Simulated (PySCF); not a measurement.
A GIAO shielding run with PySCF (density fitting, non-relativistic, gas phase) on SMILES C=C(C)C[C@H]1OCC(=O)[SiH2]1, C$_{7}$H$_{12}$O$_{2}$Si:

```
$ OMP_NUM_THREADS=1 python probes_run.py task.json out

{"job": {"kind": "nmr", "xc": "PBE0", "basis": "pcSseg-1"}, "charge": 0, "multiplicity": 1}
C      1.850346    -1.714262     0.346812
C      1.682898    -0.418481     0.137294
C      2.556730     0.360226    -0.797629
C      0.579116     0.353904     0.806814
C     -0.420110     0.938223    -0.209027
O     -0.854946    -0.024979    -1.174473
C     -1.777329    -0.940868    -0.648782
C     -2.790097    -0.234040     0.235469
O     -3.803381    -0.743769     0.640965
Si    -2.068456     1.520411     0.582516
H      1.212983    -2.275683     1.009871
H      2.636152    -2.270666    -0.134707
H      3.466069    -0.189687    -1.024914
H      2.025733     0.542673    -1.731465
H      2.821938     1.323085    -0.363609
H      0.055891    -0.296260     1.512245
H      0.998135     1.192128     1.369851
H      0.085525     1.696764    -0.809877
H     -1.278701    -1.714377    -0.043904
H     -2.266306    -1.431396    -1.493393
H     -2.745625     2.533491    -0.219361
H     -1.976976     1.812951     2.008456
```

Hardware: 1 thread of an Arm Neoverse N1, shared host. The job also computes population analyses, field gradients, ring-centre shieldings.

Question: How large is the calculation?

Answer: 84 electrons, 237 basis functions and 1248 auxiliary functions.

Question: How long does it take, and how much memory does it need?

Answer: 100 s of wall time, with 15 SCF cycles and 5 response iterations; peak memory 1.1 GiB. Times on a shared host scatter by some tens of per cent.
